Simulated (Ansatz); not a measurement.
Reaction (substitution at a C–Al bond): `[CH3][Al]([NH2])[Cl]` + `O[SiH](F)O[SiH2]Cl` → `CO[SiH](F)O[SiH2]Cl` + `[NH2][AlH][Cl]`

Isolated molecules relaxed with PBE0-D4/def2-TZVP in Ansatz; ΔE leaves out vibrations. CCSD(T)/CBS adds triple-zeta CCSD(T) − MP2 to the extrapolated MP2 energy (def2 sets, frozen cores). DFT in def2-TZVPP. One conformer a species, not always the lowest.

Problem. Is it downhill or uphill in electronic energy at CCSD(T)/CBS, and by how much? (Estimate.)

Solution. Ansatz gave: Uphill: ΔE = +25.8 kcal/mol.

Problem. What do these levels give: PBE0-D4, ωB97X-V, B2PLYP, PBE, r2SCAN, PBE0, HF/def2-TZVPP, MP2/def2-TZVPP, CCSD/def2-TZVPP, MP2/def2-QZVPP, SCS-MP2/def2-QZVPP, CCSD/CBS(def2)? (Estimate.)

Solution. Ansatz gave: PBE0-D4 25.4, ωB97X-V 23.8, B2PLYP 24.9, PBE 25.5, r2SCAN 26.1, PBE0 25.6, HF/def2-TZVPP 21.1, MP2/def2-TZVPP 26.8, CCSD/def2-TZVPP 24.6, MP2/def2-QZVPP 27.2, SCS-MP2/def2-QZVPP 25.1, CCSD/CBS(def2) 25.5 kcal/mol.

Largest T1 diagnostic among the species: 0.011.

In def2-TZVPP, CCSD(T) changes the Hartree–Fock value by +3.9 kcal/mol (the triples alone add +0.4 kcal/mol) and MP2 by +5.7 kcal/mol.
